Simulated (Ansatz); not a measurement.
Gas-phase electronic energies from Ansatz, PBE0-D4/def2-TZVP geometries. CCSD(T)/CBS adds triple-zeta CCSD(T) − MP2 to the extrapolated MP2 energy (def2 sets, frozen cores). DFT in def2-TZVPP. B3LYP here is the variant with VWN-RPA as its local correlation; programs differ in this. For Ge outer-core shells are correlated without core-valence functions, which leaves a few kJ/mol of doubt a bond. Scalar relativity is left out up to krypton. One conformer a species, not always the lowest.

Reaction (isomerisation): `C1O[SiH2][GeH2][O]1` → `[OH][GeH]1[CH2]O[SiH2]1`

Q: Is it downhill or uphill in electronic energy at CCSD(T)/CBS, and by how much? (An estimate is asked.)

A: Computed: Uphill: ΔE = +24.5 kJ/mol.

Q: What do these levels give: PBE-D4, B3LYP-D4, PBE, r2SCAN, HF/def2-TZVPP, MP2/def2-TZVPP, CCSD/def2-TZVPP, CCSD(T)/def2-TZVPP, MP2/def2-QZVPP, SCS-MP2/def2-QZVPP, HF/CBS(def2), MP2/CBS(def2)? (An estimate is asked.)

A: The calculation gave: PBE-D4 24.0, B3LYP-D4 30.3, PBE 22.5, r2SCAN 31.1, HF/def2-TZVPP 43.9, MP2/def2-TZVPP 22.3, CCSD/def2-TZVPP 29.0, CCSD(T)/def2-TZVPP 27.7, MP2/def2-QZVPP 20.6, SCS-MP2/def2-QZVPP 24.0, HF/CBS(def2) 44.3, MP2/CBS(def2) 19.1 kJ/mol.

Largest T1 diagnostic among the species: 0.013.

From PBE to PBE0 (25 % exact exchange), in def2-TZVPP and without D4, ΔE moves by +4.7 kJ/mol. In def2-TZVPP, CCSD(T) changes the Hartree–Fock value by −16.2 kJ/mol (the triples alone add −1.2 kJ/mol) and MP2 by −21.6 kJ/mol.
